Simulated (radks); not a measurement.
Task: The mean radii <r> (bohr) of the occupied orbitals of an atom or ion are listed with their occupations. Calculated with a radial shooting solver on a logarithmic mesh with Libxc functionals: scalar-relativistic Kohn-Sham, r2SCAN, spin-polarised, spherical densities, finite nucleus; meta-GGA in the generalised Kohn-Sham scheme; Fermi nuclear charge, rms radius of each element as measured or else 0.836 A^(1/3) + 0.57 fm.

| orbital | occ. | <r> |
|---|---|---|
| 1s up | 1 | 0.1579 |
| 1s down | 1 | 0.1577 |
| 2s up | 1 | 0.8571 |
| 2s down | 1 | 0.8674 |
| 2p up | 3 | 0.8699 |
| 2p down | 2 | 0.8929 |

Name the element and its charge. Open shells, if any, are filled with parallel spins first.

Result: Z = 10, neon, charge +1: Ne+ in [He] 2s2 2p5. The 1s radius gives Z: for a bare nucleus <r> = (2 gamma + 1)/(2Z) with gamma = sqrt(1 - (Z/c)^2), 0.1497 bohr for Z = 10, and screening makes it slightly larger (0.1579 here). The occupations add up to 9, and the charge is Z minus that.
